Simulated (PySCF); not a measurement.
Gas-phase reaction: InI + 2 HI ⇌ InI3 + 2 H

Method: PySCF energies plus ideal-gas RRHO corrections (1 bar). † marks an energy on the PBE0/def2-TZVP geometry and frequencies; other levels use their own. CCSD(T) freezes the core. Open shells (unrestricted): H (multiplicity 2); the rest are closed-shell singlets. B3LYP is the form with VWN-RPA correlation. I, In: scalar-relativistic def2 core potential, no spin-orbit coupling. CCSD(T) isn't extrapolated to the basis-set limit; its ΔH°(298 K) is 236.2 kJ in def2-SVP and 257.3 kJ in def2-TZVPP. The harmonic model lacks anharmonicity and excited electronic states, which grow with temperature; levels with a mode under 35 cm⁻¹ are left out. Soft modes under 120 cm⁻¹ make the harmonic entropy rough for InI3.

| level | ΔE electronic, kJ | ΔH°(298 K), kJ | ΔS°(298 K), J/K | ΔG°(1200 K), kJ |
|---|---|---|---|---|
| B3LYP/def2-TZVP† | 314 | 295 | -52 | 337 |
| BLYP/def2-TZVP† | 329 | 310 | -52 | 352 |
| CCSD(T)/def2-TZVPP† | 276 | 257 | -52 | 299 |
| HF/def2-TZVP† | 171 | 153 | -52 | 195 |
| M06-2X/def2-TZVP† | 240 | 222 | -52 | 264 |
| PBE0/def2-QZVP† | 259 | 240 | -52 | 282 |
| PBE0/def2-TZVP | 257 | 238 | -52 | 280 |
| r2SCAN/def2-TZVP† | 256 | 237 | -52 | 279 |
| ωB97M-V/def2-TZVP† | 266 | 247 | -52 | 289 |
ΔH° is lowest at HF/def2-TZVP† and highest at BLYP/def2-TZVP†. No reference value is set beside these.
